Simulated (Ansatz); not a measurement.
(LiOH)2 ring (Li₂O₂H₂). Total charge 0; triplet. Geometry PBE0-D4/def2-TZVP, that of the neutral singlet.

| atom | x (Å) | y (Å) | z (Å) |
| --- | --- | --- | --- |
| Li1 | 0.5499 | -0.3904 | -0.8939 |
| O2 | -0.7999 | -1.1032 | -0.0102 |
| Li3 | -0.5498 | 0.3904 | 0.8939 |
| O4 | 0.7999 | 1.1032 | 0.0102 |
| H5 | -1.3578 | -1.8728 | -0.0173 |
| H6 | 1.3577 | 1.8729 | 0.0173 |

At PBE0-D4/def2-TZVP a singlet of charge 0 lies 5.24 eV below the triplet at the same geometry.

Q: Estimate the α-spin orbital energies around the gap (eV) in Ansatz with PBE-D4/def2-TZVP, r2SCAN-D4/def2-TZVP, PBE0-D4/def2-TZVP.

A: 
```tsv
orbital	PBE-D4/def2-TZVP	r2SCAN-D4/def2-TZVP	PBE0-D4/def2-TZVP
HOMO−5	-12.44	-13.00	-14.42
HOMO−4	-9.64	-10.27	-11.74
HOMO−3	-9.25	-9.90	-11.36
HOMO−2	-8.95	-9.43	-10.94
HOMO−1	-8.72	-9.21	-10.71
HOMO	-2.18	-2.18	-2.53
LUMO	-1.51	-1.49	-1.13
LUMO+1	-0.27	-0.19	0.27
LUMO+2	-0.27	0.14	0.41
LUMO+3	0.09	0.55	0.89
LUMO+4	0.61	0.81	1.23
LUMO+5	1.56	1.73	2.16
β HOMO	-8.15	-8.07	-8.59
β LUMO	-7.65	-7.53	-6.72
```
